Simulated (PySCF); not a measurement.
## SiOI2: breathing scan

Computed with PySCF, PBE, basis Si def2-SVP, O def2-SVP, I def2-SVP with ECP28 (scalar-relativistic core potentials, no spin–orbit coupling, density fitting).

Rigid scan from the singlet minimum (Si–I 2.436 Å (×2), Si–O 1.550 Å; I–Si–I 111.0°, I–Si–O 124.5° (×2)). Coordinate: all bonds to the central atom scaled together. Energies in kJ/mol from the minimum.

Problem. Predict the curve at 0.88, 0.92, 0.96, 1.00, 1.04, 1.08, 1.14, 1.22, 1.35.

Solution. 
| scale of all bonds to the centre | E (kJ/mol) | dipole size (D) |
| --- | --- | --- |
| 0.88 | 277.3 | 3.19 |
| 0.92 | 107.2 | 3.18 |
| 0.96 | 23.4 | 3.13 |
| 1.00 | 0.0 | 3.06 |
| 1.04 | 18.1 | 2.97 |
| 1.08 | 63.9 | 2.86 |
| 1.14 | 163.2 | 2.69 |
| 1.22 | 319.1 | 2.46 |
| 1.35 | 566.2 | 2.12 |

At long bonds a restricted determinant can lie too high, and another spin state can fall below this curve.

Other isomers or separated fragments may lie lower.

The scan took 33 s on 2 threads of a shared Arm Neoverse V2 host; the process peaked at 0.86 GiB.
